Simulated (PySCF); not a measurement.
AlFI2, SMILES [F][Al]([I])[I], PBE0/def2-SVP optimised geometry.

```
4

Al    -0.24     0.00     0.00
F      1.41     0.00     0.00
I     -1.41     2.15     0.00
I     -1.41    -2.15     0.01
```

Density from PySCF with PBE0/def2-TZVP, def2 effective core potentials past Kr at that geometry. The core electrons that the potentials of I replace are not part of the density.

Minimum of the electron density along straight lines between bonded atoms, close to the bond critical point (lines longer than 1.1 times the sum of covalent radii, or with two minima, are not listed):

| bond | length / Å | ρ at the minimum / e bohr⁻³ | ∇²ρ there / e bohr⁻⁵ | position (fraction from the first atom) |
|---|---|---|---|---|
| Al1–F2 | 1.657 | 0.112 | 0.90 | 0.43 |
| Al1–I3 | 2.442 | 0.062 | 0.11 | 0.35 |
| Al1–I4 | 2.442 | 0.062 | 0.11 | 0.35 |
